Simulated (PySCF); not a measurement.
# Reading the logs of faulty runs: BClGeH4N cation

These are calculations, not measurements. They come from PySCF 2.14.0, an open-source quantum chemistry program, on an isolated molecule that a program drew, which may never have been made. The molecule is BClGeH4N cation (charge +1, singlet), drawn as the SMILES string `[NH2][GeH+][BH]Cl`.

Each row is a Hartree-Fock (HF) and frozen-core CCSD(T) single point in the cc-pV(D+d)Z basis, meant for a local HF minimum. Run 1 is clean. Each other run has one planted mistake out of seven kinds, and not every kind appears here: one electron removed, one electron added, multiplicity raised by two, geometry at a saddle point, minimal basis STO-3G, one bond length entered in bohr, all coordinates scaled. The reference is restricted for singlets and unrestricted otherwise, and also for a bond in bohr. Adding or removing an electron swaps singlet and doublet. Electrons count all cores. HOMO and LUMO are orbital energies over both spins, the gradient is its largest component, and the lowest frequency (negative if imaginary) is given only where the gradient is small. Bond lengths are over the 7 bonds as drawn. T1 is the CCSD diagnostic: over 0.02 (restricted) or 0.045 (unrestricted) a single reference is doubtful. Germanium has the cc-pVDZ-PP basis, with a core potential (ECP10MDF) in place of its 10 inner electrons, and its 3s, 3p and 3d shells are frozen in CCSD(T).

Geometry of the clean run:
```xyz
8
BClGeH4N cation, angstrom
N    -0.1282   -1.4955    1.7494
Ge   -0.3137    0.0904    2.4292
B    -0.7030    1.7171    1.1277
Cl   -0.7967    1.3527   -0.5432
H     0.0574   -2.3183    2.2973
H    -0.1956   -1.6843    0.7640
H    -0.1639    0.0899    3.9351
H    -0.8412    2.8023    1.5799
```

```
run  electrons  basis functions  <S^2>  HOMO (eV)  LUMO (eV)  gradient (hartree/bohr)  lowest frequency (cm^-1)  mean bond (Å)  longest bond (Å)      T1  HF (hartree)  CCSD(T) (hartree)                     mistake
  1         64               94  0.000     -16.32      -5.23                  1.7e-05                        29         1.4680             2.119  0.0202    -834.13161         -834.66037                    no fault
  2         64               94  2.019     -12.85      -8.35                  2.0e-02                         -         1.4680             2.119  0.0276    -834.00146         -834.53488  multiplicity raised by two
  3         63               94  0.771     -21.85     -13.97                  3.4e-02                         -         1.4680             2.119  0.0425    -833.57232         -834.09078        one electron removed
  4         65               94  0.760      -6.47       1.45                  6.9e-02                         -         1.4680             2.119  0.0187    -834.34613         -834.88473                           ?
```

**Which mistake was planted in run 4, and what did it cost?**

It counts 65 electrons, one more than the clean run, at the same geometry and basis. So the mistake is: one electron added. Subtracting run 1 and multiplying by 627.51 kcal/mol a hartree, the energy moved by -134.6 kcal/mol in HF and -140.8 kcal/mol in CCSD(T).

Cautions from the logs. Run 1: T1 is over the limit, so its CCSD(T) energy is less reliable.
